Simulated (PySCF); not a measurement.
CaO. Atoms are numbered in the order given.

```xyz
2

Ca     0.0000     0.0000    -0.5163
O      0.0000     0.0000     1.2907
```
Charge 0, spin multiplicity 1.

The structure is a stationary point at PBE0-D3(BJ)/def2-TZVPD.

All values below come from B3LYP/def2-TZVPD in PySCF.

Gas-phase values at a fixed geometry.

Computed frontier levels, gap, dipole moment and polarisability:
```yaml
highest_occupied_level: -4.72 eV
lowest_empty_level: -2.21 eV
orbital_gap: 2.51 eV
dipole_moment: 8.72 D
quadrupole, principal values (traceless, Buckingham form, about the centre of nuclear charge): -9.37, 4.69, 4.69 D·Å
mean_static_polarisability: 50.6 bohr³ (7.50 Å³)
polarisability_principal_values: 30.6, 30.6, 90.7 bohr³
```
